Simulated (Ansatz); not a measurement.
GeS (germanium sulfide): from total energies to a heat of formation

GeS has 2 atoms, charge 0, and is taken as a singlet. SMILES: `[S+]#[Ge-]`. The bond length is the measured one.

```tsv
atom	x (Å)	y (Å)	z (Å)
S	0.0000	0.0000	0.0000
Ge	0.0000	0.0000	2.0121
```

Total energies at RPA@PBE/aug-cc-pVTZ, 14 core orbitals frozen (Ansatz 0.2.0); the atoms run unrestricted:

| species | state | energy (Eh) |
| --- | --- | --- |
| GeS | singlet | -2473.512222 |
| S | triplet | -397.740268 |
| Ge | triplet | -2075.579459 |

Harmonic wavenumbers at wB97M-V/def2-TZVPD, in cm⁻¹: 610.

Measured heats of formation of the gaseous atoms at 298.15 K, in kJ/mol: S 277.0, Ge 372.0. Spin-orbit lowering of the atoms at 298 K (mean of the ground term's levels less their thermal mean, from spectra), in kJ/mol: S 1.88, Ge 10.39. Take 1 Eh = 2625.50 kJ/mol, 1 cm⁻¹ = 0.0119627 kJ/mol, RT = 2.479 kJ/mol.

Work out the heat of formation of the gas at 298 K.


1. Electronic atomisation energy: (-397.740268) + (-2075.579459) − (-2473.512222) = 0.192495 Eh = 505.4 kJ/mol.
2. Zero-point energy: half the sum of the wavenumbers, 305 cm⁻¹ = 3.6 kJ/mol.
3. Thermal vibrational enthalpy, Σ hcν̃/(exp(hcν̃/kT) − 1): 0.4 kJ/mol. Translation, rotation and pV of a linear molecule: 3.5 RT = 8.7 kJ/mol.
4. The 2 free atoms carry 5/2 RT each: 12.4 kJ/mol.
5. Spin-orbit coupling lowers the free atoms by 1.88 + 10.39 = 12.3 kJ/mol.
6. Atomisation enthalpy at 298 K: 505.4 − 12.3 − 3.6 − 0.4 − 8.7 + 12.4 = 492.8 kJ/mol.
7. Sum of the atoms' heats of formation: 649.0 kJ/mol. Heat of formation: 649.0 − 492.8 = +156.2 kJ/mol.

No measured value is set beside it here. Relativity is left out. Anharmonicity and any spin-orbit splitting of the molecule are left out, and so is core correlation.
